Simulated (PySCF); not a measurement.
Basis-set dependence of the ionisation energy of Tm

Tm [Xe] 4f13 6s2 (2F) → Tm⁺ [Xe] 4f13 6s1 (3F). Calculated with PySCF 2.14 from differences of total energies of unrestricted determinants, without spin-orbit coupling. Values in eV.

```json
{"basis": "cc-pVDZ-X2C", "Hamiltonian": "spin-free X2C", "functions": "84", "UHF": "5.074", "r2SCAN": "6.056", "PBE0": "6.137", "MP2 (valence)": "6.074"}
{"basis": "ANO-RCC-VTZP", "Hamiltonian": "spin-free X2C", "functions": "104", "UHF": "5.074", "r2SCAN": "5.973", "PBE0": "6.055", "MP2 (valence)": "6.031"}
{"basis": "x2c-TZVPPall", "Hamiltonian": "spin-free X2C", "functions": "113", "UHF": "5.061", "r2SCAN": "5.921", "PBE0": "6.010", "MP2 (valence)": "6.058"}
{"basis": "cc-pVTZ-X2C", "Hamiltonian": "spin-free X2C", "functions": "145", "UHF": "5.071", "r2SCAN": "n/a", "PBE0": "n/a", "MP2 (valence)": "6.146"}
{"basis": "cc-pwCVTZ-X2C with one added diffuse shell of g type", "Hamiltonian": "spin-free X2C", "functions": "195", "UHF": "5.070", "r2SCAN": "6.017", "PBE0": "6.079", "MP2 (valence)": "6.161"}
```

Frozen in the all-electron rows: valence: [Kr] 4d10.

Between the lowest levels the reference is 6.184 eV (measured; NIST Atomic Spectra Database, ionization energies); it includes spin-orbit coupling, which these numbers lack.
